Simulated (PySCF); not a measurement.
Cl2GeH4Si, SMILES [GeH3][SiH](Cl)Cl.

Geometry: ωB97X-D3(BJ)/def2-SVP. The structure was generated by enumeration, and PubChem lists no compound with its InChIKey, so it may never have been made.

Two levels are set side by side: PBE/def2-TZVP (PySCF) and CAM-B3LYP/def2-TZVP (PySCF). Same geometry, gas phase. Differences are taken from unrounded values.

```
quantity                     CAM-B3LYP
---------------------------  ---------
orbital gap (eV)                 10.19
highest occupied level (eV)      -9.51
lowest empty level (eV)           0.68
dipole moment (D)                 1.53
mean polarisability (bohr³)       80.1
```

What does PBE give, and how far is it from CAM-B3LYP? (Estimate from the structure and the level; the computed values follow.)


```tsv
quantity	PBE	PBE minus CAM-B3LYP
orbital gap (eV)	5.77	-4.43
highest occupied level (eV)	-7.05	2.46
lowest empty level (eV)	-1.29	-1.96
dipole moment (D)	1.35	-0.17
mean polarisability (bohr³)	83.9	3.8
```

PBE's occupied levels lie high since its potential decays too fast outside the molecule; exact exchange lowers them and widens the gap. PBE's more diffuse valence density responds more strongly to a field. Differences between two approximate levels are no errors against the true value.

Rough cost on one machine, each run with all the roots and properties that it gave: CAM-B3LYP against PBE within a factor of 2.
